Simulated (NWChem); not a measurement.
# C₃H₅BF₂; SMILES FB1CC[C@@H]1F

```xyz
11

F      1.0620    -1.6546    -0.3680
B      0.1588    -0.7977     0.0760
C     -1.4182    -0.7449    -0.0255
C     -1.1778     0.7993    -0.1847
C      0.2358     0.7321     0.4846
F      1.2164     1.5732    -0.0170
H     -1.9284    -1.2543    -0.8479
H     -1.9451    -0.9765     0.9069
H     -1.9056     1.4664     0.2874
H     -1.0708     1.0780    -1.2380
H      0.1381     0.9088     1.5647
```
Atoms are numbered in this order, from 1.

Results from NWChem. Pople sets run with spherical d functions. Structure relaxed at the B3LYP/6-31G* (spherical d) level. Absolute isotropic GIAO shieldings of the H sites, static isolated molecule.

```csv
row,"σ, B3LYP/6-31G* (ppm)","σ, PBE/pcSseg-1 (ppm)"
H11,27.19,26.21
H9,29.76,withheld
H10,30.65,29.89
H7,31.07,30.00
H8,31.28,30.29
```

Task: Fit a straight line of the last column on the one before it, predict the withheld value, and compare with the run.

Result: 
1. Means of the 4 shown rows: x = 30.047, y = 29.097. Slope Σ(x − x̄)(y − ȳ)/Σ(x − x̄)² = 11.12/11.09 = 1.003; intercept -1.040.
2. The shown rows scatter about the line by 0.115 (root mean square); the largest residual is +0.19, at H10.
3. At x = 29.76 (H9; inside the shown range) the line gives 28.81.
4. The run gives 28.81, 0.00 from the line, 0.0 times the scatter.
